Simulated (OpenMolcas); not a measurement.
Ti2+: effect of the metal basis and ligand basis

Ti2+ with 4 ligands (bromide) in tetrahedral coordination (Td) at 2.64 Å. A charge of +0.5 e stands 3.2 Å behind each ligand.

```json
{"Program": "OpenMolcas 26.06", "Method": "SS-CASPT2, IPEA 0.25 Eh, imaginary shift 0.1 Eh (closed shells correlated: 3s 3p and the ligand valence shells)", "Spin-orbit coupling": "state interaction with AMFI integrals over the reference wave functions"}
```

Fixed: active space 2 electrons in 5 orbitals (3d), DKH2 Hamiltonian.

States (labels of Td). Energies in cm-1 above the lowest state or level, χT in cm3 K/mol.

```
Run   Metal basis  Ligand basis  Ground state  First state of that spin  First gap with spin-orbit (degeneracies)  χT at 300 K  First state of another spin                      Cost
  A  ANO-RCC-VDZP  ANO-RCC-VDZP           3A2                  3T2 2120                               2110 (3, 1)        1.069                      1E 7830  roughly 2.6 core-minutes
  B  ANO-RCC-VTZP  ANO-RCC-VTZP           3A2                  3T2 2120                               2110 (3, 1)        1.071                      1E 7140   roughly 16 core-minutes
```

Against A, the first state of the same spin changes by 0 % in B.

Costs are those of the CASPT2 steps.

Roots that are degenerate in the reference are averaged as groups; the widest CASPT2 spread within a group is 680 cm-1 (the 3-fold group of multiplicity 1 near 13400 cm-1 above the lowest state of its run, B). Shifts and gaps below about the spread of the groups concerned are not significant. Over all roots computed the reference weight is 0.75 to 0.77 in A, 0.71 to 0.73 in B; a low but even weight reflects the number of correlated electrons. Ligand-to-metal charge-transfer states are missing. These CASPT2 states fit no ligand-field parameters well, so their order and spin gaps are uncertain. With no ligand orbital active B as a rule stays too high, so bands that hang on it stand too high and its fall with covalency is understated. With one d shell and no ligand orbital active, 10Dq can be off by tens of per cent for divalent 3d ions, low with halides held by bare charges and at times high in hosts. Free-ion shares, where given, are those of the reference states; single-state CASPT2 does not remix them. No measured value stands beside these numbers; the geometry was imposed, not optimised, and the real ion may take another.
